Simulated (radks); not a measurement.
The mean radii <r> (bohr) of the occupied orbitals of an atom or ion are listed with their occupations. All-electron calculation, non-relativistic Kohn-Sham, r2SCAN, spin-polarised, spherical densities, point nucleus; meta-GGA in the generalised Kohn-Sham scheme. Program: a radial shooting solver on a logarithmic mesh with Libxc functionals.

| orbital | occ. | <r> |
|---|---|---|
| 1s up | 1 | 0.02448 |
| 1s down | 1 | 0.02448 |
| 2s down | 1 | 0.1044 |
| 2s up | 1 | 0.1044 |
| 2p up | 3 | 0.08862 |
| 2p down | 3 | 0.08861 |
| 3s up | 1 | 0.2703 |
| 3s down | 1 | 0.2700 |
| 3p up | 3 | 0.2603 |
| 3p down | 3 | 0.2600 |
| 3d up | 5 | 0.2320 |
| 3d down | 5 | 0.2317 |
| 4s up | 1 | 0.6113 |
| 4s down | 1 | 0.6113 |
| 4p up | 3 | 0.6271 |
| 4p down | 3 | 0.6273 |
| 4d up | 5 | 0.6671 |
| 4d down | 5 | 0.6683 |
| 5s up | 1 | 1.449 |
| 5s down | 1 | 1.478 |
| 5p up | 3 | 1.598 |
| 5p down | 3 | 1.634 |
| 4f up | 5 | 0.8545 |

Name the element and its charge. Open shells, if any, are filled with parallel spins first.

Answer. Z = 62, samarium, charge +3: Sm3+ in [Xe] 4f5. The 1s radius gives Z: for a bare nucleus <r> = 1.5/Z, 0.02419 bohr for Z = 62, and screening makes it slightly larger (0.02448 here). The occupations add up to 59, and the charge is Z minus that.
